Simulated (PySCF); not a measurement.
Compound: C₅H₁₁B.
SMILES with atom numbers: `[BH2:1]/[CH:2]=[C:3](/[CH3:4])[CH2:5][CH3:6]` (hydrogens: H7, H8 on B1; H9 on C2; H10, H11, H12 on C4; H13, H14 on C5; H15, H16, H17 on C6)

Method: core-valence-separated Tamm–Dancoff BHandHLYP/aug-pcX-1 (pcseg-1 on H) in PySCF, non-relativistic, gas phase, PBE0-D3(BJ)/def2-SVP geometry.

Computed carbon K-edge spectrum, Gaussian lines of 0.8 eV full width, highest printed point 100; it ends one width below the last computed root. The energies are unshifted.

photon energy (eV), absorption and a bar:
```
    280.7          0 
    280.8          1 
    280.9          1 
    281.0          3 #
    281.1          5 ##
    281.2         10 ###
    281.3         16 #####
    281.4         25 #######
    281.5         35 ###########
    281.6         46 ##############
    281.7         56 #################
    281.8         63 ###################
    281.9         65 ###################
    282.0         62 ##################
    282.1         54 ################
    282.2         43 #############
    282.3         32 ##########
    282.4         22 #######
    282.5         14 ####
    282.6          8 ##
    282.7          4 #
    282.8          2 #
    282.9          1 
    283.0          1 
    283.1          0 
    283.2          1 
    283.3          2 
    283.4          3 #
    283.5          6 ##
    283.6          9 ###
    283.7         14 ####
    283.8         19 ######
    283.9         25 #######
    284.0         29 #########
    284.1         31 #########
    284.2         31 #########
    284.3         29 #########
    284.4         26 ########
    284.5         22 #######
    284.6         19 ######
    284.7         17 #####
    284.8         16 #####
    284.9         17 #####
    285.0         19 ######
    285.1         21 ######
    285.2         24 #######
    285.3         27 ########
    285.4         30 #########
    285.5         34 ##########
    285.6         38 ###########
    285.7         44 #############
    285.8         53 ################
    285.9         64 ###################
    286.0         77 #######################
    286.1         89 ###########################
    286.2        100 ##############################
```

Q: Where are the maxima, and which lines make them up?

A: 2 maxima:
- 281.9 eV: C3 (fully substituted alkene carbon), 281.93 eV, f = 0.068, 1s→π*, 75 % of the height at the exact maximum; C2 (alkene CH carbon), 281.75 eV, f = 0.024, 1s→π*, 25 % of the height at the exact maximum
- 284.1 eV: C2 (alkene CH carbon), 284.12 eV, f = 0.040, 93 % of the height at the exact maximum

Further lines of some strength in the range: C6, 284.62 eV, f = 0.007; C2, 285.17 eV, f = 0.014; C6, 285.41 eV, f = 0.008; C4, 285.49 eV, f = 0.009; C5, 285.76 eV, f = 0.016.

Roots within 0.03 eV on the same or equivalent atoms count as one line; shares under 12 % aren't listed.

Vibrational structure and lifetime widths aren't in the curve. The ionisation threshold wasn't computed; near and above it a finite basis only mimics Rydberg series and continuum.

Shape of the structure used: `[BH2:1]/[CH:2]=[C:3](/[CH3:4])[CH2:5][CH3:6]`: C2–C3–C5–C6 -97°.

One conformer stands for the species.
